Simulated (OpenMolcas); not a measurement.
Computed levels of 5s² 5p in ions with 49 electrons, in cm-1 above ²P°_1/2.

```json
{
  "Program": "OpenMolcas",
  "Method": "MS-CASPT2, IPEA 0.25 Eh, imaginary shift 0.1 Eh",
  "Basis": "ANO-RCC-VTZP",
  "Scalar Hamiltonian": "DKH2, point nucleus",
  "Spin-orbit coupling": "RASSI with atomic mean-field integrals over the reference wave functions, term energies averaged over their components"
}
```

Active space for each ion: 3 electrons in 8 orbitals (5s 5p 6s 6p); closed shells correlated by CASPT2: 4d.

```tsv
Level	Sb2+	Te3+	Xe5+
²P°_3/2	5950	8030	13710
```

Problem. Estimate ²P°_3/2 for I4+ from its neighbours Te3+ and Xe5+.

Solution. ²P°_3/2 is fine structure, which grows about as the fourth power of a screened charge, so the fourth roots are averaged: ((8030^0.25 + 13710^0.25) / 2)^4 = 10587. The calculation gives 10920, so the estimate is off by -3.0 %.

Over all roots computed the reference weight is 0.84 to 0.94 in Sb2+, 0.85 to 0.95 in Te3+, 0.85 to 0.95 in I4+, 0.86 to 0.95 in Xe5+; the roots of lowest weight are the least certain, and an intruder state may touch them. The run also gave levels led by 5s² 6p, which use shells meant for correlation; these and all levels above them are left out (holds for Sb2+). Active for correlation alone: 6p 6s; no level in the range computed is led by a configuration that fills them, so any true level of that kind is missing (holds for Te3+; I4+; Xe5+). Levels of configurations outside the active space are missing.

° marks odd parity.
